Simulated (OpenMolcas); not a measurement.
# Computed levels of In²⁺

```yaml
Program: OpenMolcas 26.06
Method: CASSCF
Basis: ANO-RCC-VTZP [7s6p4d2f1g]
Scalar_Hamiltonian: DKH2, point nucleus
Active_space: 1 electron in 4 orbitals (5s 5p)
State_averaging: 2S+1 = 2 even, 1 root; 2S+1 = 2 odd, 3 roots
Spin-orbit_coupling: state interaction with AMFI integrals over the reference wave functions, term energies averaged over their components
```

With spin-orbit coupling, above the lowest level:

| Configuration | Term | J | E (cm⁻¹) | Measured (cm⁻¹) | g | Term weight % |
| --- | --- | --- | --- | --- | --- | --- |
| 5s | ²S | 1/2 | 0.0 | 0.0 | 2.002 | 100 |
| 5p | ²P° | 1/2 | 54626 | 57181 | 0.666 | 100 |
| 5p | ²P° | 3/2 | 57869 | 61523 | 1.334 | 100 |

Against the 2 measured excited levels shown (Moore, Atomic Energy Levels, vol. III, NSRDS-NBS 35 (1971 reprint of NBS Circular 467, 1958)) the mean absolute deviation is 3100 cm-1; the largest miss in energy is 5p ²P°_3/2: computed 57869, measured 61523 cm⁻¹ (-5.9 %).

With one active electron the reference holds no correlation, so core polarisation is missing. Computed and measured levels are paired by configuration, term and J; levels that our copy of the source lacks, or whose pairing is in doubt (as where it misses far off the trend of its configuration), stay unpaired and out of the deviations. Levels of configurations outside the active space are missing.

The term weight is that of the spin-free term in the level, not the purity of its configuration. ° marks odd parity.
